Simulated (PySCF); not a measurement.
## Working out the ionisation energy of Zr²⁺

Zr²⁺ [Kr] 4d2 (3F) → Zr³⁺ [Kr] 4d1 (2D). Computed with PySCF 2.14 in aug-cc-pwCVDZ-PP with ECP28MDF (6s6p5d3f, 70 functions), with a scalar-relativistic core potential. Frozen: nothing. Energies in hartree (1 hartree = 27.21139 eV):

```
             part  Zr²⁺ (lower)  Zr³⁺ (upper)
              UHF    -45.663406    -44.840581
MP2 opposite-spin     -0.171735     -0.164472
    MP2 same-spin     -0.061675     -0.055817
```

Task: What does Hartree-Fock give?

Result: (-44.840581) − (-45.663406) = 0.822825 hartree = 22.390 eV.

Task: What do MP2 and SCS-MP2 (6/5 opposite-spin, 1/3 same-spin) give?

Result: The opposite-spin parts differ by 0.198 eV and the same-spin parts by 0.159 eV. MP2: 22.390 + (0.198) + (0.159) = 22.747 eV. SCS-MP2: 22.390 + 1.2 × (0.198) + (0.159)/3 = 22.681 eV.

Reference: 23.170 eV (semi-empirical (NIST evaluation); NIST Atomic Spectra Database, ionization energies), between the lowest levels; spin-orbit coupling is absent from the calculation.

A double-zeta basis recovers only part of the correlation energy.

What remains against the reference includes basis incompleteness and correlation beyond second order.
